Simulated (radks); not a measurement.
Q: Excited configurations of Ge2+: one electron is placed in a higher orbital outside [Ar] 3d10 4s1. The ground configuration is [Ar] 3d10 4s2. All-electron calculation, Dirac Kohn-Sham, PBEsol, spin-unpolarised, spherical densities, finite nucleus; open shells fill j = l - 1/2 first; Fermi nuclear charge, rms radius 4.0742 fm. Program: a radial shooting solver on a logarithmic mesh with Libxc functionals. Excitation = E - E(ground); binding = E(ion) - E, where the ion is the core of charge +3; n* = 3/sqrt(2 binding) in atomic units, and the quantum defect is n - n*.

| outer orbital | excitation (eV) | binding (eV) | n* | quantum defect | eigenvalue (eV) | <r> (bohr) |
|---|---|---|---|---|---|---|
| 4p1/2 | 9.325 | 25.464 | 2.193 | 1.807 | -20.807 | 2.278 |
| 4d3/2 | 21.046 | 13.742 | 2.985 | 1.015 | -10.903 | 3.499 |
| 4f5/2 | 26.994 | 7.795 | 3.964 | 0.036 | -6.219 | 5.791 |
| 5p1/2 | 23.032 | 11.757 | 3.227 | 1.773 | -9.942 | 5.040 |
| 5d3/2 | 26.864 | 7.925 | 3.931 | 1.069 | -6.620 | 6.937 |
| 5f5/2 | 29.595 | 5.194 | 4.855 | 0.145 | -4.295 | 9.962 |
| 6s1/2 | 26.675 | 8.114 | 3.885 | 2.115 | -6.956 | 7.724 |
| 6p1/2 | 27.843 | 6.946 | 4.199 | 1.801 | -5.936 | 8.723 |
| 6d3/2 | 29.661 | 5.128 | 4.887 | 1.113 | -4.376 | 11.27 |
| 6f5/2 | 31.113 | 3.675 | 5.772 | 0.228 | -3.114 | 15.08 |
| 7s1/2 | 29.567 | 5.222 | 4.842 | 2.158 | -4.520 | 12.02 |

Estimate the row for 7p1/2.

A: excitation (eV) 30.178; binding (eV) 4.611; n* 5.153; quantum defect 1.847; eigenvalue (eV) -3.980; <r> (bohr) 13.33. The Delta-SCF ionisation energy is 34.789 eV (NIST Atomic Spectra Database: 34.058 eV, measured). Self-interaction in the functional shifts the binding energies and quantum defects, so they are the method's values and not measured ones. Spin polarisation and multiplet splitting are left out, so open shells lie too high by an amount that depends on their filling.

Beside tabulated values, note that spin-unpolarised runs miss the spin-polarisation part of the exchange energy of open shells.
